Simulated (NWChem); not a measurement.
System: methylammonium (CH6N cation); SMILES C[NH3+]

Input file for NWChem:

```
start job
memory heap 200 mb stack 900 mb global 1100 mb
charge 1
geometry units angstroms noautoz
  C      0.000000     0.000000     0.814573
  N      0.000000     0.000000    -0.702497
  H     -1.016838     0.195558     1.154755
  H      0.677777     0.782828     1.154755
  H      0.339061    -0.978386     1.154755
  H     -0.625345    -0.723642    -1.080310
  H      0.939365    -0.179744    -1.080310
  H     -0.314020     0.903386    -1.080310
end
basis spherical
  C library 6-311++g**
  N library 6-311++g**
  H library 6-311++g**
end
dft
  xc xpbe96 cpbe96
  iterations 150
  mulliken
end
task dft energy
```

Excerpt of the output:

```
             Northwest Computational Chemistry Package (NWChem) 7.3.0
             --------------------------------------------------------

 C3V symmetry detected

                             Geometry "geometry" -> ""
                             -------------------------

 Output coordinates in angstroms (scale by  1.889725989 to convert to a.u.)

  No.       Tag          Charge          X              Y              Z
 ---- ---------------- ---------- -------------- -------------- --------------
    1 C                    6.0000    -0.00000000     0.00000000     0.80439963
    2 N                    7.0000    -0.00000000    -0.00000000    -0.71267037
    3 H                    1.0000     0.73218911     0.73218911     1.14458163
    4 H                    1.0000     0.26799981    -1.00018892     1.14458163
    5 H                    1.0000    -1.00018892     0.26799981     1.14458163
    6 H                    1.0000    -0.24753626     0.92381788    -1.09048337
    7 H                    1.0000    -0.67628163    -0.67628163    -1.09048337
    8 H                    1.0000     0.92381788    -0.24753626    -1.09048337

 Effective nuclear repulsion energy (a.u.)      47.5806783097

      Symmetry information
      --------------------

 Group name             C3v
 Group number             17
 Group order               6
 No. of unique centers     4

  pbe96 is a nonlocal functional; adding pw91lda local functional.

                                 NWChem DFT Module
                                 -----------------

 Summary of "ao basis" -> "ao basis" (spherical)
 ------------------------------------------------------------------------------
       Tag                 Description            Shells   Functions and Types
 ---------------- ------------------------------  ------  ---------------------
 C                         6-311++g**               10       22   5s4p1d
 N                         6-311++g**               10       22   5s4p1d
 H                         6-311++g**                5        7   4s1p

      Symmetry analysis of basis
      --------------------------

        a1         32
        a2          2
        e          52

  Rotation of axis

            General Information
            -------------------
          SCF calculation type: DFT
          Wavefunction type:  closed shell.
          No. of atoms     :     8
          No. of electrons :    18
           Alpha electrons :     9
            Beta electrons :     9
          Charge           :     1
          Spin multiplicity:     1
          Use of symmetry is: on ; symmetry adaption is: on
          Maximum number of iterations: 150
          AO basis - number of functions:    86
                     number of shells:    50
          Convergence on energy requested:  1.00D-06
          Convergence on density requested:  1.00D-05
          Convergence on gradient requested:  5.00D-04

              XC Information
              --------------
          PerdewBurkeErnzerhof Exchange Functional  1.000
            Perdew 1991 LDA Correlation Functional  1.000 local
           PerdewBurkeErnz. Correlation Functional  1.000 non-local

             Grid Information
             ----------------
          Grid used for XC integration:  medium
          Radial quadrature: Mura-Knowles
          Angular quadrature: Lebedev.
          Tag              B.-S. Rad. Rad. Pts. Rad. Cut. Ang. Pts.
          ---              ---------- --------- --------- ---------
          C                   0.70       49          12.0       434
          N                   0.65       49          11.0       434
          H                   0.35       45          13.0       434
          Grid pruning is: on
          Number of quadrature shells:   188
          Spatial weights used:  Erf1

      Superposition of Atomic Density Guess
      -------------------------------------

 Sum of atomic energies:         -94.97599488

 Renormalizing density from      19.00 to     18

      Non-variational initial energy
      ------------------------------

 Total energy =     -92.620949
 1-e energy   =    -208.795840
 2-e energy   =      68.594213
 HOMO         =      -0.837384
 LUMO         =      -0.268022

      Symmetry analysis of molecular orbitals - initial
      -------------------------------------------------

  Numbering of irreducible representations:

     1 a1          2 a2          3 e

  Orbital symmetries:

     1 a1          2 a1          3 a1          4 a1          5 e
     6 e           7 a1          8 e           9 e          10 a1
    11 a1         12 e          13 e          14 a1         15 e
    16 e          17 a1         18 e          19 e

     ---------------------------------------------
      Total Density - Mulliken Population Analysis
     ---------------------------------------------

    Atom       Charge   Shell Charges
 -----------   ------   -------------------------------------------------------
    1 C    6     6.69   1.11  0.88  0.70  0.90  1.72  0.49  0.80  0.05 -0.02  0.05
    2 N    7     7.72   1.10  0.90  0.92  0.96  2.11  0.54  1.17  0.01 -0.03  0.02
    3 H    1     0.68   0.23  0.38  0.04  0.01  0.02
    4 H    1     0.68   0.23  0.38  0.04  0.01  0.02
    5 H    1     0.68   0.23  0.38  0.04  0.01  0.02
    6 H    1     0.52   0.20  0.28  0.00  0.00  0.03
    7 H    1     0.52   0.20  0.28  0.00  0.00  0.03
    8 H    1     0.52   0.20  0.28  0.00  0.00  0.03

   convergence    iter        energy       DeltaE   RMS-Dens  Diis-err
 ---------------- ----- ----------------- --------- --------- ---------
 d= 0,ls=0.0,diis     1    -96.0046327996 -1.44D+02  1.16D-02  1.16D+00
 d= 0,ls=0.0,diis     2    -95.8978297921  1.07D-01  7.48D-03  1.92D+00
 d= 0,ls=0.0,diis     3    -96.1073196835 -2.09D-01  1.05D-03  3.83D-02
 d= 0,ls=0.0,diis     4    -96.1101883417 -2.87D-03  4.98D-04  9.94D-03
 d= 0,ls=0.0,diis     5    -96.1113118860 -1.12D-03  4.63D-05  2.97D-05
  Resetting Diis
 d= 0,ls=0.0,diis     6    -96.1113154848 -3.60D-06  1.17D-05  1.10D-06
 d= 0,ls=0.0,diis     7    -96.1113156616 -1.77D-07  9.04D-07  5.36D-09

         Total DFT energy =      -96.111315661625
      One electron energy =     -217.623909376844
           Coulomb energy =       88.109477707058
    Exchange-Corr. energy =      -14.177562301501
 Nuclear repulsion energy =       47.580678309661

 Numeric. integr. density =       18.000005039984

                  Occupations of the irreducible representations
                  ----------------------------------------------

                     irrep           alpha         beta
                     --------     --------     --------
                     a1                5.0          5.0
                     a2                0.0          0.0
                     e                 4.0          4.0

                       DFT Final Molecular Orbital Analysis
                       ------------------------------------

 Vector    7  Occ=2.000000D+00  E=-6.621316D-01  Symmetry=a1
              MO Center=  1.0D-14, -3.1D-15,  2.4D-01, r^2= 1.6D+00
   Bfn.  Coefficient  Atom+Function         Bfn.  Coefficient  Atom+Function
  ----- ------------  ---------------      ----- ------------  ---------------
    31      0.301440  2 N  pz                 9     -0.247932  1 C  pz
    35      0.242322  2 N  pz                27      0.201208  2 N  pz
    10     -0.166823  1 C  s                  5     -0.165523  1 C  pz
    32      0.119623  2 N  s                  6     -0.111791  1 C  s
    13     -0.096865  1 C  pz                28      0.093735  2 N  s

 Vector    8  Occ=2.000000D+00  E=-5.802941D-01  Symmetry=e
              MO Center=  9.5D-02, -1.6D-01,  8.0D-01, r^2= 1.5D+00
   Bfn.  Coefficient  Atom+Function         Bfn.  Coefficient  Atom+Function
  ----- ------------  ---------------      ----- ------------  ---------------
     8      0.301899  1 C  py                53     -0.224726  4 H  s
    12      0.218323  1 C  py                 4      0.205985  1 C  py
    52     -0.165550  4 H  s                 46      0.137678  3 H  s
    67     -0.114792  6 H  s                 45      0.101424  3 H  s
    30     -0.098342  2 N  py                60      0.087048  5 H  s

 Vector    9  Occ=2.000000D+00  E=-5.802941D-01  Symmetry=e
              MO Center= -9.5D-02,  1.6D-01,  8.0D-01, r^2= 1.5D+00
   Bfn.  Coefficient  Atom+Function         Bfn.  Coefficient  Atom+Function
  ----- ------------  ---------------      ----- ------------  ---------------
     7      0.301899  1 C  px                11      0.218323  1 C  px
    60     -0.209234  5 H  s                  3      0.205985  1 C  px
    46      0.180003  3 H  s                 59     -0.154137  5 H  s
    45      0.132603  3 H  s                 81     -0.106879  8 H  s
    29     -0.098342  2 N  px                74      0.091947  7 H  s

 Vector   10  Occ=0.000000D+00  E=-2.355584D-01  Symmetry=a1
              MO Center= -4.5D-16,  2.9D-16, -9.6D-01, r^2= 4.9D+00
   Bfn.  Coefficient  Atom+Function         Bfn.  Coefficient  Atom+Function
  ----- ------------  ---------------      ----- ------------  ---------------
    32      0.911162  2 N  s                 36      0.450211  2 N  s
    68     -0.376373  6 H  s                 75     -0.376373  7 H  s
    82     -0.376373  8 H  s                 28      0.326509  2 N  s
    13      0.243272  1 C  pz                69     -0.174128  6 H  s
    76     -0.174128  7 H  s                 83     -0.174128  8 H  s

[...]
```

Level: PBE/6-311++G** (spherical d). Geometry: optimised at B3LYP/6-31G* (spherical d).
